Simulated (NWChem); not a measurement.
Program: NWChem. System: ethyl methyl carbonate (C$_{4}$H$_{8}$O$_{3}$), charge 0, spin multiplicity 1, at a geometry optimised with B3LYP/def2-SVP. Level: B3LYP/def2-SVP, VWN1-RPA local correlation.

Job file:

```
start mol
memory heap 200 mb stack 900 mb global 1100 mb
geometry units angstroms nocenter noautoz
  C      3.039390    -0.382998     0.000000
  C      1.784637     0.464002     0.000000
  O      0.654445    -0.423549     0.000000
  C     -0.547234     0.156758     0.000000
  O     -0.760979     1.344181     0.000000
  O     -1.479272    -0.802033     0.000000
  C     -2.830157    -0.347741     0.000000
  H      3.079460    -1.027661    -0.891404
  H      3.929797     0.264634     0.000000
  H      3.079460    -1.027661     0.891404
  H      1.728321     1.116637     0.886529
  H      1.728321     1.116637    -0.886529
  H     -3.453615    -1.250429     0.000000
  H     -3.042558     0.259460     0.893293
  H     -3.042558     0.259460    -0.893293
  symmetry group Cs
end
basis spherical
  * library def2-svp
end
dft
  xc b3lyp
  semidirect memsize 60000000 filesize 0
  iterations 100
end
task dft energy
```

NWChem printed:

```
             Northwest Computational Chemistry Package (NWChem) 7.3.0
             --------------------------------------------------------

                                NWChem Input Module
                                -------------------

 Scaling coordinates for geometry "geometry" by  1.889725989
 (inverse scale =  0.529177249)

 Turning off AUTOSYM since
 SYMMETRY directive was detected!

                             Geometry "geometry" -> ""
                             -------------------------

 Output coordinates in angstroms (scale by  1.889725989 to convert to a.u.)

  No.       Tag          Charge          X              Y              Z
 ---- ---------------- ---------- -------------- -------------- --------------
    1 C                    6.0000     3.03939000    -0.38299800     0.00000000
    2 C                    6.0000     1.78463700     0.46400200     0.00000000
    3 O                    8.0000     0.65444500    -0.42354900     0.00000000
    4 C                    6.0000    -0.54723400     0.15675800     0.00000000
    5 O                    8.0000    -0.76097900     1.34418100     0.00000000
    6 O                    8.0000    -1.47927200    -0.80203300     0.00000000
    7 C                    6.0000    -2.83015700    -0.34774100     0.00000000
    8 H                    1.0000     3.07946000    -1.02766100    -0.89140400
    9 H                    1.0000     3.92979700     0.26463400     0.00000000
   10 H                    1.0000     3.07946000    -1.02766100     0.89140400
   11 H                    1.0000     1.72832100     1.11663700     0.88652900
   12 H                    1.0000     1.72832100     1.11663700    -0.88652900
   13 H                    1.0000    -3.45361500    -1.25042900     0.00000000
   14 H                    1.0000    -3.04255800     0.25946000     0.89329300
   15 H                    1.0000    -3.04255800     0.25946000    -0.89329300

 Effective nuclear repulsion energy (a.u.)     319.5033272197

            Nuclear Dipole moment (a.u.)
            ----------------------------
        X                 Y               Z
 ---------------- ---------------- ----------------
    -0.0000075589    -0.0000094486     0.0000000000

      Symmetry information
      --------------------

 Group name             Cs
 Group number              2
 Group order               2
 No. of unique centers    12

      Symmetry unique atoms

     1    2    3    4    5    6    7    8    9   11   13   14


 Summary of "ao basis" -> "" (spherical)
 ------------------------------------------------------------------------------
       Tag                 Description            Shells   Functions and Types
 ---------------- ------------------------------  ------  ---------------------
 *                          def2-svp                  on all atoms

                                 NWChem DFT Module
                                 -----------------

 Summary of "ao basis" -> "ao basis" (spherical)
 ------------------------------------------------------------------------------
       Tag                 Description            Shells   Functions and Types
 ---------------- ------------------------------  ------  ---------------------
 C                          def2-svp                 6       14   3s2p1d
 O                          def2-svp                 6       14   3s2p1d
 H                          def2-svp                 3        5   2s1p

 Summary of "ao basis" -> "ao basis" (spherical)
 ------------------------------------------------------------------------------
[...]
 d= 0,ls=0.0,diis     3   -382.6252709061 -3.85D-01  2.56D-03  2.05D-01     2.6
 d= 0,ls=0.0,diis     4   -382.6392686364 -1.40D-02  9.16D-04  6.27D-02     3.0
 d= 0,ls=0.0,diis     5   -382.6448951935 -5.63D-03  2.00D-04  1.69D-03     3.4
  Resetting Diis
 d= 0,ls=0.0,diis     6   -382.6450470529 -1.52D-04  4.31D-05  4.40D-05     3.8
 d= 0,ls=0.0,diis     7   -382.6450523889 -5.34D-06  1.54D-05  2.61D-06     4.2
 d= 0,ls=0.0,diis     8   -382.6450520732  3.16D-07  9.34D-06  6.01D-06     4.6

         Total DFT energy =     -382.645052073237
      One electron energy =    -1154.774530950819
           Coulomb energy =      503.077532325940
    Exchange-Corr. energy =      -50.451380668020
 Nuclear repulsion energy =      319.503327219662

 Numeric. integr. density =       55.999987767722

     Total iterative time =      4.3s

                  Occupations of the irreducible representations
                  ----------------------------------------------

                     irrep           alpha         beta
                     --------     --------     --------
                     a'               22.0         22.0
                     a"                6.0          6.0

                       DFT Final Molecular Orbital Analysis
                       ------------------------------------

 Vector   26  Occ=2.000000D+00  E=-3.083919D-01  Symmetry=a"
              MO Center= -1.0D+00,  3.6D-01,  3.4D-16, r^2= 2.5D+00
   Bfn.  Coefficient  Atom+Function         Bfn.  Coefficient  Atom+Function
  ----- ------------  ---------------      ----- ------------  ---------------
    62      0.437779   5 O  pz               76     -0.391167   6 O  pz
    65      0.321938   5 O  pz               79     -0.299205   6 O  pz
    34     -0.190457   3 O  pz               37     -0.149980   3 O  pz
   129      0.125516  14 H  s               134     -0.125516  15 H  s
    90      0.115231   7 C  pz              130      0.107067  14 H  s

 Vector   27  Occ=2.000000D+00  E=-3.044399D-01  Symmetry=a"
              MO Center=  1.4D-01, -1.3D-01,  2.1D-16, r^2= 3.7D+00
   Bfn.  Coefficient  Atom+Function         Bfn.  Coefficient  Atom+Function
  ----- ------------  ---------------      ----- ------------  ---------------
    34      0.455415   3 O  pz               37      0.339249   3 O  pz
    76     -0.321157   6 O  pz               79     -0.237541   6 O  pz
    20     -0.198235   2 C  pz              114     -0.193772  11 H  s
   119      0.193772  12 H  s                90      0.127507   7 C  pz
   115     -0.127437  11 H  s               120      0.127437  12 H  s

 Vector   28  Occ=2.000000D+00  E=-2.880618D-01  Symmetry=a'
              MO Center= -6.7D-01,  8.5D-01, -2.7D-16, r^2= 1.7D+00
   Bfn.  Coefficient  Atom+Function         Bfn.  Coefficient  Atom+Function
  ----- ------------  ---------------      ----- ------------  ---------------
    60      0.564167   5 O  px               63      0.389951   5 O  px
    75      0.242199   6 O  py               33     -0.212381   3 O  py
    78      0.189976   6 O  py               36     -0.163801   3 O  py
    32      0.109050   3 O  px               17     -0.103665   2 C  s
    61      0.103080   5 O  py               49      0.097708   4 C  px

 Vector   29  Occ=0.000000D+00  E= 3.968707D-02  Symmetry=a"
              MO Center= -5.9D-01,  3.5D-01, -8.9D-16, r^2= 2.1D+00
   Bfn.  Coefficient  Atom+Function         Bfn.  Coefficient  Atom+Function
  ----- ------------  ---------------      ----- ------------  ---------------
    48      0.596649   4 C  pz               51      0.539385   4 C  pz
    65     -0.407193   5 O  pz               62     -0.382451   5 O  pz
   130      0.241744  14 H  s               135     -0.241744  15 H  s
   115      0.237378  11 H  s               120     -0.237378  12 H  s
    34     -0.232551   3 O  pz               76     -0.230165   6 O  pz

 Vector   30  Occ=0.000000D+00  E= 5.973274D-02  Symmetry=a'
              MO Center=  2.1D+00,  3.1D-01,  2.9D-15, r^2= 8.3D+00
   Bfn.  Coefficient  Atom+Function         Bfn.  Coefficient  Atom+Function
  ----- ------------  ---------------      ----- ------------  ---------------
     3      1.863523   1 C  s                17      1.058662   2 C  s
   105     -0.949246   9 H  s               115     -0.861577  11 H  s
   120     -0.861577  12 H  s               100     -0.748127   8 H  s
   110     -0.748127  10 H  s                87      0.672775   7 C  s
    22      0.569132   2 C  py               45     -0.559979   4 C  s

 Vector   31  Occ=0.000000D+00  E= 7.441323D-02  Symmetry=a'
              MO Center= -2.3D+00, -2.0D-01, -1.0D-15, r^2= 9.8D+00
   Bfn.  Coefficient  Atom+Function         Bfn.  Coefficient  Atom+Function
  ----- ------------  ---------------      ----- ------------  ---------------
    87      2.289399   7 C  s               130     -1.126134  14 H  s
   135     -1.126134  15 H  s               125     -1.065102  13 H  s
     3     -1.052209   1 C  s               105      0.458957   9 H  s
   100      0.435160   8 H  s               110      0.435160  10 H  s
    45     -0.419339   4 C  s                91     -0.410516   7 C  px

 center of mass
 --------------
 x =  -0.07205321 y =   0.00519526 z =   0.00000000

 moments of inertia (a.u.)
 ------------------
         211.997937076570         -22.361406097960           0.000000000000
         -22.361406097960        1342.439319366270           0.000000000000
           0.000000000000           0.000000000000        1520.196192546402

     Multipole analysis of the density
     ---------------------------------

     L   x y z        total         alpha         beta         nuclear
     -   - - -        -----         -----         ----         -------
     0   0 0 0     -0.000000    -28.000000    -28.000000     56.000000

     1   1 0 0      0.095806      0.047907      0.047907     -0.000008
     1   0 1 0     -0.173369     -0.086680     -0.086680     -0.000009
     1   0 0 1     -0.000000     -0.000000     -0.000000      0.000000

     2   2 0 0    -23.200846   -405.815434   -405.815434    788.430023
     2   1 1 0      2.120499     -5.680350     -5.680350     13.481199
     2   1 0 1      0.000000      0.000000      0.000000      0.000000
     2   0 2 0    -34.936452    -71.846345    -71.846345    108.756237
     2   0 1 1      0.000000      0.000000      0.000000      0.000000
     2   0 0 2    -30.088756    -23.538180    -23.538180     16.987604

 Task  times  cpu:        4.6s     wall:        4.6s

 Total times  cpu:        4.6s     wall:        4.6s
```
